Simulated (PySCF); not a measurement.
NMR data simulated for an unnamed compound:

1H NMR (600 MHz, computed): δ 4.00 (m, 2H), 3.57 (sept, 1H), 1.26 (d, 6H).

13C{1H} NMR (computed): δ 134.1 (C), 79.8 (CH), 73.2 (CH2), 25.3 (CH3).

How the numbers were obtained: NMR shieldings at PBE0/pcSseg-1/GIAO, GFN2-xTB geometry, in PySCF 2.14.0 with density-fitted response routines (no solvent, one averaged value for each set of equivalent atoms, single conformer, relativity neglected).

Referencing at the same level of theory: 1H and 13C vs TMS.

Which of these does the molecule contain: an NH or NH2 group, a (CH3)2CH unit, a benzene ring, a CF3 group, a vinyl group CH=CH2?

Results:


- An NH or NH2 group: no.
- A (CH3)2CH unit: yes (δC 25.3, 79.8; δH 1.26 (d), 3.57 (sept)).
- A benzene ring: no.
- A CF3 group: yes (δC 134.1).
- A vinyl group CH=CH2: no.

The data belong to `CC(C)OCC(F)(F)F`, C$_{5}$H$_{9}$F$_{3}$O; they needn't prove each group on their own.

Carbon signals by region: 1 in the sp2 and nitrile region (100–160 ppm), 2 at 50–100 ppm, 1 below 50 ppm.

Splittings by 19F in the carbon and heteronuclear signals aren't shown, as no couplings were computed. Shifts are as computed. Against solution values, carbons near 30 ppm lie about +3 ppm off and those near 130 ppm about +5 ppm. Of 1211 compounds with measured shifts, 218 miss one by over three times the rms of a fit or turn the order of signals round; such compounds aren't used in these exercises. No couplings were computed; multiplicities are counted from neighbouring protons, with m where these are inequivalent, close in shift, in a saturated or five-membered ring or joined by F or P, and br s for small geminal =CH2 splittings.
